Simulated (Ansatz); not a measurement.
```yaml
crystal:
  periodic: [false, false, false]
  atoms:
    - {symbol: Si, position_ang: [-1.633412, 0.355818, 0.925559]}
    - {symbol: N, position_ang: [-0.161644, 0.271057, 0.066749]}
    - {symbol: C, position_ang: [0.577318, -0.974317, -0.209941]}
    - {symbol: N, position_ang: [1.728426, -0.467501, -0.955756]}
    - {symbol: Al, position_ang: [1.115397, 1.179384, -0.804840]}
    - {symbol: H, position_ang: [-2.038649, 1.785569, 0.981037]}
    - {symbol: H, position_ang: [-2.723708, -0.428579, 0.273182]}
    - {symbol: H, position_ang: [-1.514184, -0.165039, 2.319872]}
    - {symbol: H, position_ang: [-0.030287, -1.674559, -0.802553]}
    - {symbol: H, position_ang: [0.871640, -1.478321, 0.722828]}
    - {symbol: H, position_ang: [2.419037, -1.116926, -1.279326]}
    - {symbol: H, position_ang: [1.466967, 2.658311, -1.202712]}
basis:
  gaussian: {orbitals: 6-31G}
total_charge: 1
magnetization: {spin_polarized: true, initial_magnetization: 5}
hamiltonian: {xc: {name: r2SCAN50}, dispersion: d3bjatm}
```

```sh
$ ansatz run in.yaml --threads 4 --pin off --events-out ev --progress --plain --max-ram 10444MiB
```

Shortened log:

```
Functional definition: r2SCAN50
893 factors; integrals over basis functions are off by at most 1.8e-4 eV
mean field evaluation 1: about -18542.6742 eV, gradient 7.0e1 eV
mean field evaluation 2: about -18395.2724 eV, gradient 1.6e2 eV
mean field evaluation 4: about -18563.1952 eV, gradient 4.2e1 eV
mean field evaluation 8: about -18576.3245 eV, gradient 1.2e0 eV
mean field evaluation 16: about -18577.8624 eV, gradient 2.7e-1 eV
mean field -18577.86566707 eV, -682.7239707352 hartree, gradient 6.8e-5 eV, S^2 8.768325; 2 other end points of the search recorded, 0 dependent functions left out
reference -18577.86567767 eV, -682.7239711249 hartree; 29, 24 occupied and 38, 43 virtual orbitals, 893 factors
Total energy: -18577.96942706 eV, -682.7277838443 hartree
```

**Question.** What is wrong with this run?

**Answer.** The spin is set far too high for this molecule. Self-consistency was reached. The result belongs to that input, not to the molecule as meant.
